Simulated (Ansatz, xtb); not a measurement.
# A geometry optimisation of ClFGaH2NSi with r2SCAN-D4/def2-SVP

The starting geometry of this gas-phase singlet was built from a drawn formula by distance geometry; its bonds are those of `[H]/N=[Si](\Cl)[GaH][F]`.

```xyz
7

Cl   -2.6195    0.6390   -1.5948
F    -0.5662   -2.4310    2.3505
Ga   -0.5744   -1.0190    1.1234
N    -3.3630   -2.1270   -0.0825
Si   -2.2036   -0.9879   -0.3312
H    -4.2848   -2.0385   -0.5676
H     0.6334   -0.1240    0.5859
```

Predict what becomes of its bonds when it is optimised with r2SCAN-D4/def2-SVP.

It keeps its bonds, and is `[H]/N=[Si](\Cl)[GaH][F]`.

The energy falls by 0.97 eV over 57 steps:

| step | E − E(last) (eV) |
| --- | --- |
| 1 | 0.971 |
| 7 | 0.059 |
| 13 | 0.054 |
| 20 | 0.050 |
| 26 | 0.042 |
| 32 | 0.029 |
| 38 | 0.012 |
| 45 | 0.003 |
| 51 | 0.001 |
| 57 | 0.000 |

Final geometry (Å):

```
atom    x (Å)    y (Å)    z (Å)
  Cl  -3.5793   0.8538   0.1411
   F  -0.0624   0.1364   2.0553
  Ga  -0.4905  -1.1962   0.9937
   N  -2.9862  -2.2310  -0.9836
  Si  -2.5714  -0.9419  -0.1251
   H  -3.8328  -2.3585  -1.5380
   H   0.5443  -2.3511   0.9402
```

From the same start GFN2-xTB ends elsewhere, differing in Cl1–Ga3 (2.08 against 3.80 Å here), Cl1–Si5 (3.96 against 2.08 Å here).

No frequencies were run, so the end isn't proven a minimum. Run with Ansatz 0.2.0, 91 s on 2 threads of Intel(R) Xeon(R) 6975P-C (Granite Rapids), with other jobs on the host.
